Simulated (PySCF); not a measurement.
Method used: PBE0/pcSseg-1 in PySCF (dipole) on a GFN2-xTB geometry, gas phase. Rigid rotors, one computed conformer each.

Species:
1. `[CH3:1][CH2:2][C:3]1([CH2:4][CH3:5])[CH2:6][O:7][SiH2:8][O:9]1` with C1–C2–C3–C4 -59°, C2–C3–C4–C5 -60°, C2–C3–C6–O7 140°, C3–C6–O7–Si8 -19°, C6–O7–Si8–O9 7°, O7–Si8–O9–C3 9°
2. `[CH3:1][C:2](=[O:3])[c:4]1[cH:5][p:6][c:7]([F:8])[cH:9][c:10]1[CH3:11]` with C1–C2–C4–C5 -65°
3. `[CH3:1][O:2][C:3]1=[C:4]([SiH2:5][F:6])[C:7](=[O:8])[O:9][CH2:10]1` with C1–O2–C3–C4 0°, C3–C4–Si5–F6 0°
4. `[CH2:1]=[CH:2][c:3]1[p:4][c:5]([F:6])[o:7][c:8]1[CH:9]1[CH2:10][CH2:11]1` with C1–C2–C3–P4 0°, O7–C8–C9–C10 -35°
5. `[CH2:1]=[CH:2][C@@H:3]([O:4][SiH2:5][F:6])[CH:7]([F:8])[F:9]` with C1–C2–C3–O4 -6°, C2–C3–O4–Si5 151°, C3–O4–Si5–F6 178°, C2–C3–C7–F8 174°

Rotational constants (MHz) and dipole components (D):

| set | A | B | C | μa | μb | μc |
| --- | --- | --- | --- | --- | --- | --- |
| P | 1441 | 1095 | 631.9 | 1.80 | 4.24 | 0.01 |
| Q | 1154 | 897.6 | 525.5 | 2.13 | 1.92 | 0.00 |
| R | 1776 | 657.1 | 517.9 | 1.20 | 0.38 | 2.20 |
| S | 2074 | 1100 | 908.9 | 1.12 | 0.17 | 0.15 |
| T | 1637 | 1130 | 782.0 | 2.87 | 0.38 | 1.22 |

Task: Match each set to its species.

Result: P = 3, Q = 4, R = 2, S = 1, T = 5.

- 1 (set S): mass 146.1 u, 9 heavy atoms, longest extent 6.9 Å, C1, asymmetric top, Ia, Ib, Ic = 243.7, 459.5, 556.0 u·Å².
- 2 (set R): mass 170.0 u, 11 heavy atoms, longest extent 7.6 Å, C1, asymmetric top, Ia, Ib, Ic = 284.5, 769.1, 975.7 u·Å².
- 3 (set P): mass 162.0 u, 10 heavy atoms, longest extent 6.4 Å, Cs, asymmetric top, Ia, Ib, Ic = 350.8, 461.6, 799.8 u·Å².
- 4 (set Q): mass 170.0 u, 11 heavy atoms, longest extent 7.0 Å, Cs, asymmetric top, Ia, Ib, Ic = 438.1, 563.1, 961.7 u·Å².
- 5 (set T): mass 156.0 u, 9 heavy atoms, longest extent 6.4 Å, C1, asymmetric top, Ia, Ib, Ic = 308.7, 447.4, 646.2 u·Å².

Each constant is 505379 MHz·u·Å² over a principal moment. Point groups hold within 0.08 Å; constants that symmetry makes equal can differ a little in the computed geometry, and forbidden dipole components can keep a residue. No structure here is proved a minimum.
